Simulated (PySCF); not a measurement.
A structure optimised at B3LYP-D3(BJ)/def2-SVP, used in a PySCF frequency run:

```xyz
15

O     -1.3357     0.1591    -2.1549
C     -0.5773    -0.3237    -1.0428
Si    -1.7262    -1.3623     0.0819
C      0.1791     0.8051    -0.3311
Si     1.4224     0.2904     0.9852
F      2.4483     1.5410     1.2046
H     -1.9516     0.8280    -1.8246
H      0.1613    -1.0148    -1.4853
H     -0.9749    -1.9282     1.2448
H     -2.8002    -0.4597     0.5971
H     -2.3425    -2.4695    -0.6979
H     -0.5338     1.5138     0.1310
H      0.7404     1.3822    -1.0889
H      0.7795     0.0086     2.2950
H      2.2161    -0.8836     0.5293
```
Charge 0, spin multiplicity 1.

Problem. Write its SMILES and formula.

Solution. O[C@H]([SiH3])C[SiH2]F, C2H9FOSi2

Problem. What are its rotational constants (standard atomic weights)?

Solution. 3.9650, 1.0447, 0.87075 GHz
